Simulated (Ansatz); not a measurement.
Basis-set extrapolation for C$_{3}$H$_{5}$BClF, SMILES `CC1(Cl)CB1F` (PBE0-D4/def2-TZVP geometry, frozen core, Ansatz 0.2.0). Multiplicity 1, RHF reference.

```json
{"": "HF", "def2-TZVPP": "-700.248543", "def2-QZVPP": "-700.272004"}
{"": "MP2 correlation", "def2-TZVPP": "-1.032946", "def2-QZVPP": "-1.114740"}
{"": "CCSD(T) correlation", "def2-TZVPP": "-1.120241", "def2-QZVPP": "not run"}
```

Energies in hartree. Use E(X) = E(∞) + A·exp(−7.88·√X) for Hartree–Fock and E(X) = E(∞) + B·X^(−2.97) for correlation, with X = 3 and 4, and add CCSD(T) minus MP2 of the smaller set to the MP2 limit.

What is the CCSD(T) energy at the basis-set limit?

HF limit: -700.272004 + (-0.023461) × 0.13774 = -700.27524. MP2 limit: -1.114740 + (-0.081794) × 0.74074 = -1.17533. Higher-order term: -1.120241 − (-1.032946) = -0.08730. Total: -701.53787 hartree, 443.9 kJ/mol below CCSD(T)/def2-TZVPP.
